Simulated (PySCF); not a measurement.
**One molecule, a ladder of functionals, a line**

Molecule: `[SiH2](O)O[SiH3]`, H6O2Si2.

Geometry:
```tsv
atom	x (Å)	y (Å)	z (Å)
O1	2.382	-0.494	-0.144
Si2	0.866	-1.123	0.055
O3	-0.248	0.088	0.193
Si4	-1.775	0.682	0.406
H5	2.740	0.023	0.583
H6	0.603	-1.926	-1.166
H7	0.784	-1.956	1.292
H8	-2.664	0.245	-0.713
H9	-1.710	2.171	0.433
H10	-2.348	0.191	1.696
```

GIAO shieldings (ppm, equivalent atoms averaged) in PySCF on the PBE0-D3(BJ)/def2-SVP geometry, basis pcSseg-2, gas phase, non-relativistic:

```csv
functional,exact exchange (%),σ(O1),σ(O3),σ(Si2),σ(Si4)
BLYP,0,255.4,259.7,358.0,366.7
BP86,0,257.7,264.7,362.0,371.1
PBE,0,257.3,264.1,361.9,372.2
B3LYP,20,263.8,269.3,371.0,378.5
PBE0,25,267.7,275.5,379.0,387.6
BHandHLYP,50,273.6,280.4,391.7,397.5
HF,100,286.9,296.2,430.9,434.5
```

Question: Fit each shielding as a line in the percentage of exact exchange.

Answer: σ(O1) = 257.6 + 0.30 x (rms 1.4 ppm); σ(O3) = 263.5 + 0.33 x (rms 2.1 ppm); σ(Si2) = 359.9 + 0.69 x (rms 2.2 ppm); σ(Si4) = 369.2 + 0.64 x (rms 2.7 ppm). The functionals also differ in their semilocal parts, which the line can't hold; Hartree–Fock has no correlation at all.

Question: What does the line predict for mPW1PW91 (25 %), and what does the run give?

Answer: σ(O1): 265.1 predicted, 267.9 computed; σ(O3): 271.8 predicted, 275.7 computed; σ(Si2): 377.1 predicted, 378.9 computed; σ(Si4): 385.2 predicted, 386.8 computed ppm.
